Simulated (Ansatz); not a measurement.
`[GeH3][CH]1N[SiH2]1` → `[CH2]1[SiH2][NH][GeH2]1`  (isomerisation)

Computed with Ansatz on PBE0-D4/def2-TZVP structures; ΔE is electronic, products minus reactants. CCSD(T)/CBS adds triple-zeta CCSD(T) − MP2 to the extrapolated MP2 energy (def2 sets, frozen cores). DFT in def2-TZVPP. For Ge outer-core shells are correlated without core-valence functions, which leaves a few kJ/mol of doubt a bond. Scalar relativity is left out up to krypton.

```json
{"species": "`[GeH3][CH]1N[SiH2]1`", "ωB97X-V energy (Eh)": "-2463.29976"}
{"species": "`[CH2]1[SiH2][NH][GeH2]1`", "ωB97X-V energy (Eh)": "-2463.37809"}
```

(1) Work out ΔE.

Largest T1 diagnostic among the species: 0.012.

## Answers

(1) ΔE = (-2463.37809) − (-2463.29976) = -0.07833 Eh = -205.7 kJ/mol. CCSD(T)/CBS gives -210.2 kJ/mol.

From PBE to PBE0 (25 % exact exchange), in def2-TZVPP and without D4, ΔE moves by −13.8 kJ/mol. In def2-TZVPP, CCSD(T) changes the Hartree–Fock value by +12.4 kJ/mol (the triples alone add +2.8 kJ/mol) and MP2 by +6.1 kJ/mol.
